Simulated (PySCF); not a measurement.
H3InS2, singlet, at a GFN2-xTB geometry (such geometries of metal compounds can be far from the true shape) (core potentials on In). Base run: PBE/def2-SVP, polarisability in PySCF.

PySCF was given this input:
```python
from pyscf import gto, scf, dft
from pyscf.prop import polarizability

mol = gto.Mole()
mol.atom = '''
    In   -0.333781   -0.285574    0.150459
    H    -1.583353   -1.354675    0.713732
    S     1.825452   -0.193997    1.219776
    H     1.517607   -1.117220    2.126176
    S    -0.678666    1.175157   -1.736716
    H    -1.927568    0.766468   -1.941377
'''
mol.basis = 'def2-svp'
mol.ecp = {'In': 'def2-svp'}
mol.charge = 0
mol.spin = 0
mol.verbose = 4
mol.build()

mf = dft.RKS(mol)
mf.xc = 'pbe'
mf.kernel()
alpha = mf.Polarizability().polarizability()[2, 2]
print('alpha_zz =', alpha)
```

The base run was repeated with changes; each row names its change, and settings that it needs were set with it.

```json
[
 {"change": "base", "alpha_zz (bohr³)": "72.65", "basis functions": "77", "core-seconds (rough)": "10"},
 {"change": "finite field (a.u.) = 0.001; conv_tol = 1e-11", "alpha_zz (bohr³)": "72.65", "basis functions": "77", "core-seconds (rough)": "20"},
 {"change": "finite field (a.u.) = 0.005; conv_tol = 1e-11", "alpha_zz (bohr³)": "72.67", "basis functions": "77", "core-seconds (rough)": "20"},
 {"change": "functional = pbe0", "alpha_zz (bohr³)": "[?]", "basis functions": "77", "core-seconds (rough)": "10"},
 {"change": "basis = STO-3G", "alpha_zz (bohr³)": "43.65", "basis functions": "48", "core-seconds (rough)": "7"},
 {"change": "finite field (a.u.) = 0.05; conv_tol = 1e-11", "alpha_zz (bohr³)": "74.29", "basis functions": "77", "core-seconds (rough)": "20"},
 {"change": "finite field (a.u.) = 0.02; conv_tol = 1e-11", "alpha_zz (bohr³)": "72.90", "basis functions": "77", "core-seconds (rough)": "20"},
 {"change": "finite field (a.u.) = 2e-4; conv_tol = 1e-6", "alpha_zz (bohr³)": "79.01", "basis functions": "77", "core-seconds (rough)": "10"},
 {"change": "functional = lda,vwn", "alpha_zz (bohr³)": "73.54", "basis functions": "77", "core-seconds (rough)": "8"},
 {"change": "functional = hf", "alpha_zz (bohr³)": "62.94", "basis functions": "77", "core-seconds (rough)": "1"},
 {"change": "finite field (a.u.) = 0.001; conv_tol = 1e-6", "alpha_zz (bohr³)": "72.89", "basis functions": "77", "core-seconds (rough)": "10"},
 {"change": "functional = camb3lyp", "alpha_zz (bohr³)": "68.45", "basis functions": "77", "core-seconds (rough)": "20"}
]
```

### Question
Fill in the missing entries.

### Answer

- functional = pbe0, alpha_zz (bohr³): 69.41

Finite-field rows take the second difference of the energy in a field along z; a small field with loose convergence shows SCF noise divided by the square of the field, and a large one adds hyperpolarisability.
